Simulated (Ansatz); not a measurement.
`[CH3][Mo](=[O])(=[O])[F]` + H₂O → `[CH3][Mo](=[O])(=[O])[OH]` + H–F  (formal hydrolysis of a Mo–F bond)

Program: Ansatz. Geometries: PBE0-D4/def2-TZVP. ΔE: electronic, gas phase. CCSD(T)/CBS adds triple-zeta CCSD(T) − MP2 to the extrapolated MP2 energy (def2 sets, frozen cores). This one scheme is used for every species. Functionals use def2-TZVPP. HSE06 is defined as in plane-wave codes. def2 core potentials past Kr. For Mo outer-core shells are correlated without core-valence functions, which leaves a few kJ/mol of doubt a bond. One conformer a species, not always the lowest.

`[CH3][Mo](=[O])(=[O])[F]`:

Z-matrix (Å, degrees):
```
C
Mo 1 2.092
H 1 1.094 2 108.6
H 1 1.092 2 110.7 3 120.0
H 1 1.094 2 108.7 3 -119.9
O 2 1.670 1 105.5 3 -177.5
O 2 1.670 1 105.5 3 -63.0
F 2 1.846 1 109.9 3 59.8
```

H₂O:

Cartesian coordinates in Å:
```
O 0.368 -0.105 -0.070
H -0.192 0.458 -0.610
H -0.176 -0.353 0.680
```

`[CH3][Mo](=[O])(=[O])[OH]`:

```xyz
9

C     0.747   -0.351    1.073
Mo   -0.390   -0.210   -0.687
O    -1.418   -1.534   -0.667
O     0.701   -0.356   -1.950
O    -1.316    1.412   -0.666
H     1.278   -1.305    1.102
H     1.473    0.466    1.102
H     0.077   -0.286    1.934
H    -1.153    2.163   -1.241
```

H–F:

Cartesian coordinates in Å:
```
F -0.440 0.068 -0.115
H 0.440 -0.068 0.115
```

```csv
level,ΔE (eV)
HSE06-D4,0.26
r2SCAN0,0.28
```

(1) What does CCSD(T)/CBS give? (An estimate is asked.)

Largest T1 diagnostic among the species: 0.025, so the coupled-cluster value is less sure than usual.

## Answers

(1) Computed: +0.24 eV. The listed levels differ from it by 0.02, 0.04 eV.

The D4 term adds −0.04 eV with B3LYP and −0.02 eV with PBE0; it sums over pairs of atoms, weighted by their polarisabilities, and B3LYP, whose exchange is more repulsive, gets the larger term. From BLYP to BHLYP (50 % exact exchange), in def2-TZVPP and without D4, ΔE moves by −0.04 eV. In def2-TZVPP, CCSD(T) changes the Hartree–Fock value by −0.08 eV (the triples alone add −0.01 eV) and MP2 by −0.09 eV.

B3LYP here is the variant with VWN-RPA as its local correlation; programs differ in this.
